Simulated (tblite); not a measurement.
Species: C₇H₁₀N₃ (charge +1).
Atom-mapped SMILES: `[CH2:1]=[CH:2][n:3]1[cH:4][cH:5][n+:6]([CH:7]2[CH2:8][CH2:9]2)[n:10]1` (hydrogens: H11, H12 on C1; H13 on C2; H14 on C4; H15 on C5; H16 on C7; H17, H18 on C8; H19, H20 on C9)
Bond orders are those of one Lewis drawing.

Computed with GFN2-xTB (tblite), gas phase: L-BFGS steps from a force-field or distance-geometry start until the largest atomic force falls under 0.01 eV/Å.

Step 3: E = -772.2613 eV
```
atom  x, y, z in Å  |  force x, y, z in eV/Å
C1      3.5360   -0.2037   -1.1452   -0.181   0.034   0.205
C2      3.0983   -0.0061    0.0901   -0.385  -0.028  -0.289
N3      1.7023    0.0815    0.3472    0.031  -0.025  -0.036
C4      1.1065    0.2770    1.5509    0.214  -0.039  -0.234
C5     -0.2360    0.2900    1.3085   -0.225  -0.051  -0.370
N6     -0.3848    0.1014   -0.0338   -0.341  -0.006   0.120
C7     -1.6342    0.0224   -0.7621    0.156   0.148   0.036
C8     -2.7576   -0.8563   -0.2592    0.178  -0.541  -0.035
C9     -2.9435    0.5966   -0.2345    0.515   0.371   0.170
N10     0.7900   -0.0264   -0.6005   -0.172   0.100   0.336
H11     4.5799   -0.2760   -1.3847   -0.005   0.004   0.033
H12     2.8107   -0.2943   -1.9276    0.015  -0.051  -0.370
H13     3.7713    0.0918    0.9276   -0.353   0.046   0.197
H14     1.6079    0.3956    2.4858    0.234  -0.005   0.010
H15    -1.0148    0.4278    2.0234   -0.281  -0.010  -0.080
H16    -1.5254    0.0644   -1.8414    0.434   0.053   0.226
H17    -3.3698   -1.4007   -0.9516    0.245  -0.395  -0.214
H18    -2.5513   -1.3577    0.6658   -0.161  -0.224   0.246
H19    -3.5659    1.0297   -0.9928   -0.167   0.201  -0.048
H20    -3.0246    1.0536    0.7311    0.248   0.418   0.099
```

Step 4: E = -772.3165 eV
```
atom  x, y, z in Å  |  force x, y, z in eV/Å
C1      3.5289   -0.2028   -1.1427   -0.106  -0.058  -0.349
C2      3.0838   -0.0081    0.0824   -0.169   0.068   0.253
N3      1.6988    0.0826    0.3448   -0.124  -0.039   0.014
C4      1.1061    0.2741    1.5472    0.056   0.031  -0.058
C5     -0.2412    0.2911    1.3070   -0.123  -0.043  -0.098
N6     -0.3864    0.1021   -0.0310   -0.218  -0.018   0.131
C7     -1.6255    0.0205   -0.7559   -0.086   0.135  -0.031
C8     -2.7556   -0.8589   -0.2592    0.351  -0.322  -0.045
C9     -2.9379    0.5915   -0.2266    0.516   0.438  -0.096
N10     0.7890   -0.0246   -0.5976   -0.349   0.068   0.107
H11     4.5722   -0.2754   -1.3826    0.037   0.008   0.073
H12     2.8171   -0.2966   -1.9420    0.043  -0.031  -0.239
H13     3.7473    0.0939    0.9320   -0.343   0.022   0.075
H14     1.6155    0.3947    2.4784    0.191  -0.011   0.005
H15    -1.0297    0.4275    2.0201   -0.093  -0.033  -0.187
H16    -1.5023    0.0682   -1.8323    0.345   0.032   0.169
H17    -3.3473   -1.4151   -0.9482    0.031  -0.420  -0.439
H18    -2.5648   -1.3613    0.6580   -0.025  -0.358   0.557
H19    -3.5612    1.0339   -0.9771   -0.179   0.180  -0.162
H20    -3.0119    1.0733    0.7223    0.246   0.349   0.320
```

**Question.** Estimate the geometry and energy of step 5. (The exact step hangs on the optimiser's Hessian estimate; all steps are aligned on step 4, rigid shifts and turns removed.)

**Answer.** E = -772.3871 eV, largest force 0.674 eV/Å
```
atom  x, y, z in Å  |  force x, y, z in eV/Å
C1      3.5176   -0.2028   -1.1475   -0.171  -0.042  -0.208
C2      3.0615   -0.0094    0.0777    0.149   0.047   0.026
N3      1.6896    0.0835    0.3423   -0.261  -0.058  -0.045
C4      1.1036    0.2708    1.5413   -0.071   0.133   0.362
C5     -0.2485    0.2924    1.3068   -0.061  -0.037   0.191
N6     -0.3919    0.1028   -0.0255   -0.011   0.005   0.234
C7     -1.6171    0.0194   -0.7459   -0.128   0.096  -0.275
C8     -2.7451   -0.8642   -0.2606    0.249  -0.294   0.070
C9     -2.9206    0.5902   -0.2197    0.178   0.583  -0.137
N10     0.7808   -0.0210   -0.5935   -0.433   0.005  -0.207
H11     4.5613   -0.2743   -1.3779    0.120   0.008   0.098
H12     2.8273   -0.3005   -1.9668   -0.002  -0.011  -0.121
H13     3.7059    0.0971    0.9389   -0.173   0.005   0.050
H14     1.6300    0.3932    2.4675    0.069  -0.028  -0.078
H15    -1.0519    0.4262    2.0111    0.101  -0.051  -0.239
H16    -1.4626    0.0741   -1.8172    0.188  -0.006   0.087
H17    -3.3148   -1.4438   -0.9521   -0.021  -0.209  -0.445
H18    -2.5843   -1.3739    0.6584    0.099  -0.318   0.586
H19    -3.5570    1.0429   -0.9569   -0.089   0.096  -0.220
H20    -2.9888    1.1080    0.7165    0.267   0.074   0.268
```

The energy changes by -0.0706 eV. The first-order estimate −F·Δx gives -0.1025 eV and the mean of the old and new forces, exact on a quadratic surface, -0.0704 eV. The step makes an angle of 56° with the force vector and moves no atom by more than 0.044 Å.

The cost below is that of the whole relaxation. The run took 0.58 s of wall time on Arm Neoverse V1, one thread, no GPU, shared host with 32 logical CPUs at a one-minute load of 11.
